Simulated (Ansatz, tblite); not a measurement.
Cost and result up the ladder for `CCC(C)(CC(C)(CC(C)(C)C(=O)OCc1ccccc1)C(=O)OC(C)(C)C)C(=O)OCC1CO1` (77 atoms). Charge 0, multiplicity 1. Geometry: PBE-D4/def2-SVP.

Cartesian coordinates in Å:
```
C -3.725 1.585 3.696
C -2.755 0.735 2.871
C -2.152 1.443 1.623
C -3.241 1.812 0.604
C -0.962 0.626 1.006
C -1.184 -0.605 0.096
C -2.245 -1.590 0.637
C 0.130 -1.459 -0.001
C 1.527 -0.868 -0.382
C 1.523 -0.080 -1.699
C 2.185 -0.028 0.739
C 2.416 -2.110 -0.589
O 2.928 -2.444 -1.643
O 2.559 -2.810 0.565
C 3.417 -3.981 0.513
C 4.859 -3.617 0.764
C 5.712 -3.274 -0.306
C 7.042 -2.903 -0.060
C 7.535 -2.868 1.254
C 6.692 -3.204 2.325
C 5.362 -3.576 2.080
C -1.581 -0.147 -1.325
O -1.463 0.990 -1.753
O -2.054 -1.187 -2.043
C -2.503 -1.035 -3.442
C -1.325 -0.617 -4.327
C -2.978 -2.446 -3.796
C -3.663 -0.035 -3.509
C -1.429 2.691 2.162
O -0.605 2.672 3.058
O -1.774 3.829 1.510
C -1.095 5.022 1.940
C -1.574 6.148 1.059
C -0.855 6.503 -0.177
O -0.719 7.289 1.009
H -4.097 1.012 4.570
H -4.613 1.899 3.110
H -3.236 2.499 4.092
H -3.269 -0.189 2.544
H -1.910 0.419 3.519
H -2.810 2.317 -0.278
H -3.770 0.904 0.252
H -3.994 2.487 1.054
H -0.355 1.339 0.413
H -0.329 0.316 1.860
H -2.003 -1.871 1.681
H -3.265 -1.159 0.621
H -2.266 -2.511 0.024
H 0.249 -1.964 0.980
H -0.095 -2.264 -0.733
H 2.561 0.164 -1.999
H 0.952 0.860 -1.598
H 1.079 -0.673 -2.522
H 3.254 0.148 0.502
H 2.139 -0.547 1.716
H 1.702 0.961 0.841
H 3.029 -4.642 1.311
H 3.293 -4.468 -0.474
H 5.313 -3.287 -1.331
H 7.700 -2.641 -0.903
H 8.580 -2.577 1.444
H 7.074 -3.180 3.357
H 4.702 -3.842 2.921
H -1.648 -0.594 -5.387
H -0.953 0.386 -4.049
H -0.495 -1.347 -4.240
H -3.805 -2.760 -3.128
H -3.342 -2.476 -4.842
H -2.150 -3.174 -3.691
H -3.326 0.986 -3.259
H -4.468 -0.330 -2.806
H -4.088 -0.031 -4.533
H -1.319 5.213 3.011
H 0.005 4.896 1.854
H -2.659 6.370 1.121
H 0.035 5.913 -0.472
H -1.406 6.977 -1.011
```

Ansatz on 2 threads of AMD EPYC 7R13 on a shared host and a share (18 GiB) of an NVIDIA H100 80GB HBM3; xTB runs through tblite on one thread. Times are rough, summed over both states, and most runs start from the orbitals of an earlier one. PBE0-D4/def2-SVP serves as the yardstick here, not as an exact answer. The other state is a triplet.

The xTB rows come from tblite. Single mean-field runs in def2-SVP are fitted with def2-universal-jkfit.

xTB has no spin-polarisation term.

| level | functions | wall time |
| --- | --- | --- |
| GFN2-xTB | 182 | 0.77 s |
| GFN1-xTB | 224 | 1 s |
| PBE-D4/def2-SVP (with forces) | 700 | 21 s |
| PBE0-D4/def2-SVP | 700 | 25 s |

(1) Estimate what each level gives for the vertical triplet (eV).

## Answers

(1) 
```json
{"level": "GFN2-xTB", "vertical triplet (eV)": "4.39", "difference from PBE0-D4/def2-SVP (eV)": "0.25"}
{"level": "GFN1-xTB", "vertical triplet (eV)": "4.47", "difference from PBE0-D4/def2-SVP (eV)": "0.33"}
{"level": "PBE-D4/def2-SVP (with forces)", "vertical triplet (eV)": "4.18", "difference from PBE0-D4/def2-SVP (eV)": "0.04"}
{"level": "PBE0-D4/def2-SVP", "vertical triplet (eV)": "4.14", "difference from PBE0-D4/def2-SVP (eV)": "0.00"}
```
